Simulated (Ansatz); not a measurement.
Molecule: GaH₂ (charge +1, singlet). 
Coordinates optimised at B3LYP-D3(BJ)/def2-TZVP (Ansatz, an electronic-structure program):
```xyz
3

Ga     0.0000     0.0000     0.0000
H      0.0000     0.0000     1.5293
H      0.0000     0.0000    -1.5293
```
Charge +1, spin multiplicity 1.

Basis-set convergence of Hartree-Fock and CCSD(T) correlation energies (hartree) with Ansatz. Cores are frozen in the correlated levels unless marked. No spin-orbit coupling. Frozen are the shells of the preceding noble gas and the d and f shells that filled before the atom's block. No relativistic terms.

| basis | functions | E(HF) | E(corr, CCSD(T)) |
|---|---|---|---|
| def2-SVPD | 54 | -1923.87186 | -0.06827 |
| def2-TZVPPD | 88 | -1924.12166 | -0.07574 |
| def2-QZVPPD | 161 | -1924.16136 | -0.07793 |

Extrapolating the two largest sets (X = 3 and 4) as X^-3: E(corr) = (64·(-0.07793) - 27·(-0.07574))/37 = -0.0795 Eh, an estimate of the basis-set limit. The largest set recovers 98.0 % of it, the smallest 85.8 %.
